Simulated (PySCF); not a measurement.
These are B3LYP-D3(BJ)/def2-TZVP in PySCF values and carry that method's errors. Gas-phase values, no solvent. One relaxed conformer stands for a flexible species; it need not be the lowest. B3LYP has the VWN-RPA correlation part, as in Gaussian. Excitations are Tamm–Dancoff values on a coarser integration grid. The basis has no diffuse functions, so Rydberg states are missing or too high.

Reference species (SMILES): `C/C=[SiH]/O` (C–Si–O–H torsion 0°) (neutral, multiplicity 1).

- S1–T1 gap (TDA) = 1.39 eV
- S1 excitation (TDA) = 4.43 eV
- HOMO–LUMO gap = 5.18 eV
- HOMO = -5.56 eV

After one change: the S1–T1 gap (TDA) goes up by 0.70 eV; the S1 excitation (TDA) rises by 1.98 eV; the HOMO–LUMO gap goes up by 1.85 eV; the HOMO falls by 2.17 eV.

### Question
What was changed between the two runs? The new species is one of these.
(A) `C=C[SiH2]O` (C–C–Si–O torsion -7°, C–Si–O–H torsion -69°)
(B) `CC(O)=[SiH2]` (Si–C–O–H torsion 17°)
(C) `O[C@@H]1C[SiH2]1` (H–O–C–Si torsion 142°)
(D) `C=CO[SiH3]` (C–C–O–Si torsion 180°)

### Answer
A, `C=C[SiH2]O` (C–C–Si–O torsion -7°, C–Si–O–H torsion -69°)
